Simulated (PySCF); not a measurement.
H₃O₄P. Atoms are numbered in the order given.

```xyz
8

O      1.1894     0.8176     0.6009
P      0.0000     0.0000    -0.1226
O      0.0000     0.0000    -1.6057
O      0.1134    -1.4389     0.6009
O     -1.3028     0.6213     0.6009
H      1.4164     1.6108     0.0877
H      0.6868    -2.0320     0.0877
H     -2.1031     0.4212     0.0877
```
Charge 0, spin multiplicity 1.

Coordinates come from a TPSSh-D3(BJ)/def2-SVP optimisation. Other conformers were not sampled.

The numbers are results of PBE/def2-TZVP in PySCF, not measurements.

Atomic charges (e):

```tsv
atom	meta-Löwdin	Mulliken
O1	-0.68	-0.40
P2	1.74	0.67
O3	-0.81	-0.46
O4	-0.68	-0.40
O5	-0.68	-0.40
H6	0.37	0.33
H7	0.37	0.33
H8	0.37	0.33
```

Q: Give the Mayer and Wiberg (Löwdin basis) orders of the bonds. (Estimate from the structure and the level; the computed values follow.)

A: 
| bond | Mayer | Wiberg |
|---|---|---|
| O1–P2 | 1.23 | 1.60 |
| P2–O3 | 2.09 | 2.48 |
| P2–O4 | 1.23 | 1.60 |
| P2–O5 | 1.23 | 1.60 |
| O1–H6 | 0.86 | 1.01 |
| O4–H7 | 0.86 | 1.01 |
| O5–H8 | 0.86 | 1.01 |
